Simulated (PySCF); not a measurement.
ZrO₂, SMILES [O]=[Zr]=[O], multiplicity 1. Atoms are numbered in the order given.

```xyz
3

Zr     0.0000     0.0000     0.2976
O      0.0000     1.4385    -0.7441
O      0.0000    -1.4385    -0.7441
```

The structure is a stationary point at B3LYP-D3(BJ)/def2-TZVP. The spin state was assumed, not searched. The isomer is the one that the SMILES or the coordinates give; other isomers of the formula were not compared. The def2 effective core potentials stand for the cores of Zr; spin–orbit coupling is left out.

Computed with ωB97X/def2-TZVPD run with PySCF.

Mulliken values depend strongly on the basis, most of all with diffuse functions as here. ESP charges are fitted to the potential on shells at 1.4 to 2.0 van der Waals radii. Atomic charges (e):

```
atom  Mulliken  ESP fit
----  --------  -------
Zr1       1.56     1.68
O2       -0.78    -0.84
O3       -0.78    -0.84
```
